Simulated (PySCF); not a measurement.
# InBr₂ + O₂ → InO₂ + Br₂

Level: PBE0 in the def2-TZVP basis family, computed in PySCF with density fitting; scalar-relativistic core potentials for atoms from Rb on, none lighter, no spin–orbit coupling; open shells unrestricted.

| species | state and structure | E (Eh) | ZPE (kJ/mol) | H(298 K) − H(0) (kJ/mol) | S° (J/(mol K)) |
| --- | --- | --- | --- | --- | --- |
| InBr₂ | doublet, C2v, In–Br 2.505 Å (×2); Br–In–Br 121.4° | -5337.95275 | 3.1 | 14.8 | 336.9 |
| O₂ | triplet, D∞h, O–O 1.193 Å | -150.23561 | 10.3 | 8.7 | 204.9 |
| InO₂ | doublet, C∞v, In–O 1.826 Å, In–O 1.927 Å; O–In–O 180.0° | -340.36654 | 9.3 | 12.8 | 270.6 |
| Br₂ | singlet, D∞h, Br–Br 2.281 Å | -5147.70672 | 2.0 | 9.7 | 244.8 |

(1) What is the electronic reaction energy?

(2) Add zero-point, thermal and entropy terms for 298.15 K and 1 bar.

Answers

(1) At PBE0/def2-TZVP, ΔE = 302.2 kJ/mol from the differences of the total energies times 2625.5, uphill. 

(2) ΔZPE = -2.1 and Δ[H(298) − H(0)] = -1.0 kJ/mol give ΔH° = 299.1 kJ/mol. ΔS° = -26.4 J/(mol K), so ΔG° = 299.1 − 298.15 × (-0.0264) = 307 kJ/mol.

The structures come from searches over a few start shapes, so lower isomers are not excluded.
